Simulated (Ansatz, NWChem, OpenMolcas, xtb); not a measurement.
**Redistribution: CBrCl2F + C3H6F2 → C2H3Cl2F + C2H3BrF2**

Gas-phase species: CBrCl2F `FC(Cl)(Cl)Br`, singlet; C3H6F2 `CC(F)CF`, singlet; C2H3Cl2F (1,1-dichloro-1-fluoroethane) `CC(F)(Cl)Cl`, singlet; C2H3BrF2 `FCC(F)Br`, singlet. The partners trade Br for CH3; both sit on C, so the bond types are kept.

Shapes, held fixed at every level: PBE0-D4/def2-TZVP. Flexible molecules stand in one conformer, not always the lowest. Programs: Ansatz 0.2.0, NWChem 7.3.0, OpenMolcas 26.06, xtb 6.7.1. A level may come from different programs for different species; with the same settings they agree closely. Electronic energies: no zero-point or thermal term.

```csv
level,kind,ΔE (kJ/mol),less CCSD(T)/def2-TZVPP
GFN2-xTB,semi-empirical,-31.6,+7.7
r2SCAN-D4/def2-TZVPP,meta-GGA,-37.3,+2.0
B3LYP/6-31G* (Cartesian functions),global hybrid,-46.6,-7.3
PBE0-D4/def2-TZVPP,global hybrid,-36.1,+3.2
wB97M-V/def2-TZVPP,range-separated hybrid,-36.3,+3.0
wB97X-V/def2-TZVPP,range-separated hybrid,-37.1,+2.2
B2PLYP/def2-TZVPP,double hybrid,-36.7,+2.6
CCSD(T)/def2-TZVPP,coupled cluster or CI,-39.3,0.0
```

The highest level, CCSD(T)/def2-TZVPP, gives ΔE = -39.3 kJ/mol; the levels span -46.6 to -31.6. The column of differences is taken from that level and isn't an error. No measured value is set beside it here. Relativity is left out for Br. Outer-core shells of Br are correlated, in sets that cover them unevenly.
